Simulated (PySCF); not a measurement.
Bonds broken one at a time in the series CF3-X. All species are isolated molecules in the gas phase. One relaxed conformer stands for each flexible species; it need not be the lowest. Strings in code marks are SMILES.

All values below come from PBE-D3(BJ)/def2-TZVP // B3LYP-D3(BJ)/def2-TZVP (PySCF). All candidates: neutral, multiplicity 2. 

The dipole moment is 0.05 D. The highest occupied spin orbital is -5.24 eV.

Q: Name which member has these values.
A) `F[C](F)I`
B) `C[C](F)F`
C) `[GeH3]`
D) `F[C](F)[GeH3]`

A: C, `[GeH3]`. The others give `F[C](F)I`: 0.36 D, -5.57 eV; `F[C](F)[GeH3]`: 1.50 D, -4.71 eV; `C[C](F)F`: 1.88 D, -4.78 eV
